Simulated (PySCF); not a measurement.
SMILES [SiH3]O[SiH2]Cc1cccs1 (GFN2-xTB optimised geometry):

```
19

Si     0.506    -1.362    -3.519
O     -0.889    -1.898    -2.882
Si    -2.138    -2.058    -1.871
C     -1.521    -1.802    -0.073
C     -0.603    -0.644     0.000
C      0.757    -0.644     0.000
C      1.319     0.654     0.000
C      0.379     1.629    -0.009
S     -1.218     0.979    -0.017
H      0.347    -1.579    -4.955
H      0.664     0.051    -3.184
H      1.571    -2.181    -2.945
H     -2.617    -3.425    -2.053
H     -3.110    -1.023    -2.216
H     -0.994    -2.692     0.273
H     -2.377    -1.651     0.584
H      1.345    -1.545     0.013
H      2.377     0.845     0.008
H      0.512     2.692    -0.008
```

Level of theory: B3LYP/def2-SVP run with PySCF.

Problem. What are the frontier orbital energies and the dipole moment?

Solution. HOMO-2 -8.12 eV, HOMO-1 -6.94 eV, HOMO -6.15 eV, LUMO -0.40 eV, LUMO+1 0.53 eV; dipole moment 0.71 D.

Meta-Löwdin charges at B3LYP/def2-SVP: Si1 0.79, O2 -0.81, Si3 0.91, C4 -0.42, C5 -0.09, C6 -0.16, C7 -0.13, C8 -0.24, S9 0.23, H10 -0.13, H11 -0.12, H12 -0.13, H13 -0.13, H14 -0.13, H15 0.11, H16 0.11, H17 0.11, H18 0.11, H19 0.12.
